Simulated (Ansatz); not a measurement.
Mulliken charges of C₃H₅NSe (`C=C/N=C\[SeH]`) from ωB97M-V/def2-TZVPP in Ansatz (PBE0-D4/def2-TZVP geometry).

| atom | x (Å) | y (Å) | z (Å) | charge (e) |
| --- | --- | --- | --- | --- |
| C1 | 0.332 | -1.321 | 1.059 | -0.243 |
| C2 | -0.495 | -1.134 | 0.033 | 0.000 |
| N3 | -1.163 | 0.050 | -0.248 | -0.195 |
| C4 | -0.559 | 1.113 | -0.534 | -0.060 |
| Se5 | 1.345 | 1.327 | -0.692 | -0.010 |
| H6 | 0.561 | -0.524 | 1.757 | 0.119 |
| H7 | 0.764 | -2.296 | 1.242 | 0.100 |
| H8 | -0.765 | -1.956 | -0.625 | 0.102 |
| H9 | -1.125 | 2.024 | -0.716 | 0.130 |
| H10 | 1.189 | 2.667 | -1.274 | 0.057 |

Problem. By hand: the dipole of these point charges (1 e Å = 4.8032 D).

Solution. Σ q r = (0.153, 0.155, -0.066) e Å, of length 0.228 e Å = 1.10 D.

Problem. How does the dipole of the full density compare? (Best estimate.)

Solution. The calculation gave: (0.129, 0.170, -0.080) e Å, 1.09 D; the point charges give 1.01 times that, at 8° from its direction.

Point charges leave out the atoms' own dipoles, such as those of lone pairs, and Mulliken's split depends on the basis, so the close match here is no proof of good charges.
